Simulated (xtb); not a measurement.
Calculation: GFN2-xTB run with xtb.

```
xtb start.xyz --ohess tight --gfn 2 --chrg 0 --uhf 0 --iterations 400

# start.xyz
12

Ta     0.000000     0.000000     0.000000
O     -2.017457    -0.941853    -0.532180
H     -1.979988    -1.860442    -0.838933
O      1.020076    -0.522691     1.981584
H      1.220983     0.230369     2.557643
O     -1.081727     1.742692     1.016527
H     -1.704595     2.229747     0.456063
O      1.081728    -1.742692    -1.016527
H      1.584783    -2.322382    -0.424749
N      1.018508     1.495573    -1.480116
H      1.409482     0.974804    -2.260116
H      1.804961     1.938890    -1.013824
```

Output:

```
[...]
         :: add. restraining           0.000000000000 Eh    ::
         :: total charge               0.000000000000 e     ::
         :::::::::::::::::::::::::::::::::::::::::::::::::::::

           -------------------------------------------------
          |                Numerical Hessian                |
           -------------------------------------------------
step length          :   0.00500
SCC accuracy         :   0.30000
Hessian scale factor :   1.00000
frozen atoms in %    :   0.00000    0
RMS gradient         :   0.00022
estimated CPU  time      0.01 min
estimated wall time      0.01 min

writing file <hessian>.

 projected vibrational frequencies (cm⁻¹)
eigval :       -0.00    -0.00    -0.00     0.00     0.00     0.00
eigval :       85.15   108.04   170.18   181.23   192.65   226.07
eigval :      243.33   272.22   283.00   324.51   327.59   334.09
eigval :      358.74   367.88   379.62   408.97   415.74   487.55
eigval :      510.26   540.85   576.74   577.58   619.18  1534.80
eigval :     3431.35  3455.47  3638.73  3641.19  3668.81  3679.65
           -------------------------------------------------
          |                Property Printout                |
           -------------------------------------------------

    * Orbital Energies and Occupations

         #    Occupation            Energy/Eh            Energy/eV
      -------------------------------------------------------------
         1        2.0000           -0.6998815             -19.0447
       ...           ...                  ...                  ...
         8        2.0000           -0.5165508             -14.0561
         9        2.0000           -0.5121140             -13.9353
        10        2.0000           -0.4963196             -13.5055
        11        2.0000           -0.4607565             -12.5378
        12        2.0000           -0.4449687             -12.1082
        13        2.0000           -0.4403639             -11.9829
        14        2.0000           -0.4380566             -11.9201
        15        2.0000           -0.4352316             -11.8433
        16        2.0000           -0.4245158             -11.5517
        17        2.0000           -0.4216229             -11.4729
        18        2.0000           -0.4113211             -11.1926
        19        2.0000           -0.4097973             -11.1512
        20        2.0000           -0.3687018             -10.0329 (HOMO)
        21                         -0.2079358              -5.6582 (LUMO)
        22                         -0.1990897              -5.4175
        23                         -0.1755690              -4.7775
        24                         -0.1574660              -4.2849
        25                         -0.0744888              -2.0269
        26                          0.0964926               2.6257
        27                          0.1269103               3.4534
        28                          0.1530116               4.1637
        29                          0.1641219               4.4660
        30                          0.2331341               6.3439
        31                          0.2426724               6.6035
       ...                                ...                  ...
        35                          0.8675705              23.6078
      -------------------------------------------------------------
                  HL-Gap            0.1607659 Eh            4.3747 eV
             Fermi-level           -0.2883188 Eh           -7.8456 eV

     #   Z          covCN         q      C6AA      α(0)
     1  73 Ta       3.693     1.364   150.514    18.165
     2   8 O        1.526    -0.628    25.953     6.872
     3   1 H        0.819     0.315     0.675     1.289
     4   8 O        1.526    -0.628    25.951     6.871
     5   1 H        0.819     0.315     0.674     1.289
     6   8 O        1.528    -0.635    26.120     6.894
     7   1 H        0.809     0.324     0.652     1.268
     8   8 O        1.528    -0.635    26.113     6.893
     9   1 H        0.809     0.324     0.652     1.268
    10   7 N        2.489    -0.488    33.015     8.533
    11   1 H        0.863     0.186     1.179     1.701
    12   1 H        0.863     0.186     1.179     1.701

 Mol. C6AA /au·bohr⁶  :       1915.143229
 Mol. C8AA /au·bohr⁸  :      90537.941854
 Mol. α(0) /au        :         62.743208

Wiberg/Mayer (AO) data.
largest (>0.10) Wiberg bond orders for each atom

 ---------------------------------------------------------------------------
     #   Z sym  total        # sym  WBO       # sym  WBO       # sym  WBO
 ---------------------------------------------------------------------------
     1  73 Ta   5.253 --    10 N    1.076     8 O    1.032     6 O    1.032
                             4 O    0.955     2 O    0.954
     2   8 O    2.018 --     1 Ta   0.954     3 H    0.861
     3   1 H    0.901 --     2 O    0.861
     4   8 O    2.018 --     1 Ta   0.955     5 H    0.861
     5   1 H    0.901 --     4 O    0.861
     6   8 O    2.043 --     1 Ta   1.032     7 H    0.853
     7   1 H    0.895 --     6 O    0.853
     8   8 O    2.044 --     1 Ta   1.032     9 H    0.853
     9   1 H    0.895 --     8 O    0.853
    10   7 N    3.149 --     1 Ta   1.076    11 H    0.928    12 H    0.928
    11   1 H    0.965 --    10 N    0.928
    12   1 H    0.965 --    10 N    0.928
 ---------------------------------------------------------------------------

Topologies differ in total number of bonds
Writing topology from bond orders to xtbtopo.mol

molecular dipole:
                 x           y           z       tot (Debye)
 q only:        0.301       0.347      -0.417
   full:        0.171       0.191      -0.234       0.882
molecular quadrupole (traceless):
                xx          xy          yy          xz          yz          zz
 q only:       -3.145      -0.419       3.211      -2.923       2.433      -0.066
  q+dip:       -4.150      -0.823       4.380      -3.976       3.021      -0.230
   full:       -4.399      -1.422       4.886      -3.941       3.869      -0.487

           -------------------------------------------------
          |                Geometry Summary                 |
           -------------------------------------------------

      molecular mass/u    :      264.9998430
   center of mass at/Å    :        0.0745734      -0.0414208       0.0396301
  moments of inertia/u·Å² :        0.2004065E+03   0.2174702E+03   0.2291268E+03
rotational constants/cm⁻¹ :        0.8411720E-01   0.7751697E-01   0.7357339E-01

 * 11 selected distances

     #   Z          #   Z                                           value/Å
     1  73 Ta       2   8 O                                       1.9208816
     2   8 O        3   1 H                                       0.9584773
     1  73 Ta       4   8 O                                       1.9197671
     4   8 O        5   1 H                                       0.9585351
     1  73 Ta       6   8 O                                       1.8190639
     6   8 O        7   1 H                                       0.9559823
     1  73 Ta       8   8 O                                       1.8185070
     8   8 O        9   1 H                                       0.9558087 (min)
     1  73 Ta      10   7 N                                       1.9985406 (max)
    10   7 N       11   1 H                                       1.0117059
    10   7 N       12   1 H                                       1.0117474

 * 4 distinct bonds (by element types)

   Z      Z             #   av. dist./Å        max./Å        min./Å
   1 H    7 N           2     1.0117266     1.0117474     1.0117059
   1 H    8 O           4     0.9572008     0.9585351     0.9558087
   7 N   73 Ta          1     1.9985406     1.9985406     1.9985406
   8 O   73 Ta          4     1.8695549     1.9208816     1.8185070

           -------------------------------------------------
          |               Frequency Printout                |
           -------------------------------------------------
 projected vibrational frequencies (cm⁻¹)
eigval :       -0.00    -0.00    -0.00     0.00     0.00     0.00
eigval :       85.15   108.04   170.18   181.23   192.65   226.07
eigval :      243.33   272.22   283.00   324.51   327.59   334.09
eigval :      358.74   367.88   379.62   408.97   415.74   487.55
eigval :      510.26   540.85   576.74   577.58   619.18  1534.80
eigval :     3431.35  3455.47  3638.73  3641.19  3668.81  3679.65
 reduced masses (amu)
   1: 50.11   2: 78.85   3:125.78   4: 50.00   5: 74.78   6: 45.95   7: 18.53   8: 17.23
   9: 39.39  10: 41.85  11: 40.07  12: 12.06  13: 11.21  14:  2.65  15:  5.65  16:  8.13
  17:  4.40  18:  4.41  19:  7.44  20: 10.54  21: 10.76  22:  6.86  23: 15.76  24: 24.66
  25: 15.26  26: 28.53  27: 17.32  28:  6.36  29:  7.28  30:  2.03  31:  1.53  32:  2.08
  33:  1.88  34:  1.88  35:  1.90  36:  1.88
 IR intensities (km·mol⁻¹)
   1:  0.06   2:  0.06   3:  0.00   4:  0.07   5:  0.02   6:  0.11   7:  0.21   8:  1.80
   9: 38.05  10:  1.58  11: 62.03  12: 24.89  13: 20.66  14:  2.23  15: 55.59  16: 18.51
  17: 26.41  18: 36.76  19:443.61  20:116.46  21:215.46  22:399.47  23: 31.71  24: 72.42
  25: 13.68  26: 14.04  27:262.36  28:  8.17  29:140.84  30:  0.87  31:  2.68  32:  4.83
  33:  1.53  34:  0.03  35: 29.11  36:  0.45
 Raman intensities (Ä⁴*amu⁻¹)
   1:  0.00   2:  0.00   3:  0.00   4:  0.00   5:  0.00   6:  0.00   7:  0.00   8:  0.00
Molecule has the following symmetry elements: (C2)
It seems to be the C2 point group
   9:  0.00  10:  0.00  11:  0.00  12:  0.00  13:  0.00  14:  0.00  15:  0.00  16:  0.00
  17:  0.00  18:  0.00  19:  0.00  20:  0.00  21:  0.00  22:  0.00  23:  0.00  24:  0.00
  25:  0.00  26:  0.00  27:  0.00  28:  0.00  29:  0.00  30:  0.00  31:  0.00  32:  0.00
  33:  0.00  34:  0.00  35:  0.00  36:  0.00
 output can be read by thermo (or use thermo option).
 writing <g98.out> molden fake output.
 recommended (thermochemical) frequency scaling factor: 1.0
           -------------------------------------------------
          |             Thermodynamic Functions             |
           -------------------------------------------------

c2  symmetry found (for desy threshold:  0.10E+00) used in thermo

          ...................................................
          :                      SETUP                      :
          :.................................................:
          :  # frequencies                          30      :
          :  # imaginary freq.                       0      :
          :  linear?                             false      :
          :  only rotor calc.                    false      :
          :  symmetry                               c2      :
          :  rotational number                       2      :
          :  scaling factor                  1.0000000      :
          :  rotor cutoff                   50.0000000 cm⁻¹ :
          :  imag. cutoff                  -20.0000000 cm⁻¹ :
          :.................................................:

    mode    ω/cm⁻¹     T·S(HO)/kcal·mol⁻¹    T·S(FR)/kcal·mol⁻¹   T·S(vib)
   ------------------------------------------------------------------------
       1     85.15    -1.12361 ( 89.37%)    -0.89858 ( 10.63%)    -1.09970
       2    108.04    -0.98501 ( 95.61%)    -0.82808 (  4.39%)    -0.97813
       3    170.18    -0.72555 ( 99.26%)    -0.69357 (  0.74%)    -0.72531
       4    181.23    -0.69044 ( 99.42%)    -0.67495 (  0.58%)    -0.69035
       5    192.65    -0.65659 ( 99.55%)    -0.65685 (  0.45%)    -0.65659
       6    226.07    -0.56945 ( 99.76%)    -0.60947 (  0.24%)    -0.56955
       7    243.33    -0.53024 ( 99.82%)    -0.58769 (  0.18%)    -0.53034
       8    272.22    -0.47170 ( 99.89%)    -0.55446 (  0.11%)    -0.47179
       9    283.00    -0.45183 ( 99.90%)    -0.54295 (  0.10%)    -0.45192
   ------------------------------------------------------------------------

   temp. (K)  partition function   enthalpy   heat capacity  entropy
                                   cal/mol     cal/K/mol   cal/K/mol   J/K/mol
 298.15  VIB  0.107E+04             5704.330     35.570     32.898
         ROT  0.121E+06              888.752      2.981     26.234
         INT  0.129E+09             6593.083     38.551     59.132
         TR   0.417E+28             1481.254      4.968     42.604
         TOT                        8074.3365    43.5192   101.7356   425.6618

       T/K    H(0)-H(T)+PV         H(T)/Eh          T*S/Eh         G(T)/Eh
   ------------------------------------------------------------------------
    298.15    0.128673E-01    0.835841E-01    0.483379E-01    0.352463E-01
   ------------------------------------------------------------------------

         :::::::::::::::::::::::::::::::::::::::::::::::::::::
         ::                  THERMODYNAMIC                  ::
         :::::::::::::::::::::::::::::::::::::::::::::::::::::
         :: total free energy         -24.216042075606 Eh   ::
         ::.................................................::
         :: total energy              -24.251288352555 Eh   ::
         :: zero point energy           0.070716872145 Eh   ::
         :: G(RRHO) w/o ZPVE           -0.035470595195 Eh   ::
         :: G(RRHO) contrib.            0.035246276949 Eh   ::
         :::::::::::::::::::::::::::::::::::::::::::::::::::::

optimized geometry written to: xtbopt.xyz

           -------------------------------------------------
          | TOTAL ENERGY              -24.251288352555 Eh   |
          | TOTAL ENTHALPY            -24.167704206222 Eh   |
          | TOTAL FREE ENERGY         -24.216042075606 Eh   |
          | GRADIENT NORM               0.000220590400 Eh/α |
          | HOMO-LUMO GAP               4.374663913993 eV   |
           -------------------------------------------------

------------------------------------------------------------------------
```

Cost: about 0.8 core-seconds (a rough figure).
